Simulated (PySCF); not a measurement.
# N (nitrogen, neutral) across methods

[He] 2s2 2p3, high-spin 4S determinant. Calculation: PySCF 2.14, in aug-cc-pV5Z (7s6p5d4f3g2h, 127 functions); no relativity, point nucleus.

| method | E (hartree) | mean ε 2s α (eV) | mean ε 2s β (eV) | mean ε 2p α (eV) | Σ⟨r²⟩ (bohr²) | ⟨S²⟩ |
| --- | --- | --- | --- | --- | --- | --- |
| r2SCAN | -54.5834 | -21.351 | -15.194 | -8.895 | 12.31 | 3.755 |
| M06 | -54.5797 | -22.588 | -16.953 | -9.999 | 12.24 | 3.755 |
| LDA | -54.1365 | -19.613 | -15.276 | -8.404 | 12.61 | 3.753 |
| PBE0 | -54.5464 | -22.916 | -16.811 | -10.216 | 12.37 | 3.753 |
| PBE | -54.5354 | -19.851 | -15.281 | -8.304 | 12.58 | 3.753 |
| UHF | -54.40447 | -31.646 | -19.751 | -15.536 | 12.08 | 3.758 |
| M06-2X | -54.5907 | -24.978 | -18.798 | -11.777 | 12.33 | 3.754 |

(1) Estimate the same row for TPSS.

Results:

(1) E (hartree) = -54.6157; mean ε 2s α (eV) = -20.517; mean ε 2s β (eV) = -15.370; mean ε 2p α (eV) = -8.469; Σ⟨r²⟩ (bohr²) = 12.45; ⟨S²⟩ = 3.754.
